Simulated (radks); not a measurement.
Q: The table gives one normalised radial function P(r) = r R(r) of Ca2+ in [Ar] (r in bohr). Calculated with a radial shooting solver on a logarithmic mesh with Libxc functionals: scalar-relativistic Kohn-Sham, LB94 model potential, spin-polarised, spherical densities, finite nucleus; Fermi nuclear charge, rms radius 3.4776 fm.

r,P
0.005097,0.2385
0.007247,0.3231
0.01039,0.4320
0.01477,0.5574
0.021,0.6886
0.0301,0.7974
0.0428,0.8223
0.06086,0.6851
0.08724,0.2920
0.124,-0.3542
0.1778,-1.1288
0.2528,-1.6649
0.3595,-1.6577
0.5152,-1.1005
0.7326,-0.4534
1.042,-0.1018
1.493,-0.0097
2.123,-0.0003
3.043,0.0000
4.327,0.0000

Which n and l does it have? It may be an empty orbital.

A: n = 2, l = 0: the number of nodes gives n - l - 1 = 1, the rise at small r (about r^(l+1)) gives l, and the extent must fit the shell. The curve is that of 2s. 2s: eigenvalue -450.19 eV, 1 radial node at r = 0.104 bohr, <r> = 0.363 bohr, 90 % of the charge inside 0.564 bohr.
